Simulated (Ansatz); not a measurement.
Geometry optimisation, RKS B3LYP/def2-SVP in Ansatz 0.2.0.

The input (input.yaml):

```yaml
crystal:
  periodic: [false, false, false]
  atoms:
    - { symbol: Al, position_ang: [-0.001727, 0.24323, -0.080794] }
    - { symbol: F, position_ang: [0.00163, 0.244929, 1.594049] }
    - { symbol: F, position_ang: [1.425745, 0.367345, -0.889441] }
    - { symbol: F, position_ang: [-1.440072, 0.266468, -0.880091] }
    - { symbol: Br, position_ang: [0.079825, -3.075436, 1.320875] }
    - { symbol: H, position_ang: [0.1003, -1.803937, 2.124302] }
basis:
  gaussian: { orbitals: def2-SVP }
hamiltonian:
  xc: b3lyp
relax:
  f_tol: 0.03
  max_steps: 50
```

Run as:

```bash
$ ansatz run input.yaml --threads 2 --pin off --max-ram 3072MiB --backend cpu --events-out ev --progress --plain --runs-dir out
```

Q: Where does it end, and by what steps?

A: The run converged. After 11 steps the energy has fallen by 0.280 eV; Br5 moved furthest, 0.69 Å. Joined: Al1–Br5 (3.60 → 2.70 Å).

```csv
step,energy less start (eV),largest force component (eV/Å),accepted
0,0.0000,1.371,yes
1,-0.0526,0.670,yes
2,-0.1637,0.386,yes
3,-0.2413,0.318,yes
4,-0.2337,0.406,no
5,-0.2613,0.355,yes
6,-0.2694,0.215,yes
7,-0.2734,0.068,yes
8,-0.2777,0.181,yes
9,-0.2782,0.090,yes
10,-0.2790,0.061,yes
11,-0.2795,0.004,yes
```

```xyz
6
Properties=species:S:1:pos:R:3
Al 0.005 0.021 0.049
F 0.002 0.468 1.654
F 1.422 0.134 -0.799
F -1.427 0.050 -0.780
Br 0.087 -2.541 0.892
H 0.076 -1.890 2.172
```

The run took 55 s on 2 threads of Intel(R) Xeon(R) Platinum 8259CL CPU @ 2.50GHz (Skylake/Cascade Lake), on a shared host, peak memory 0.23 GiB.
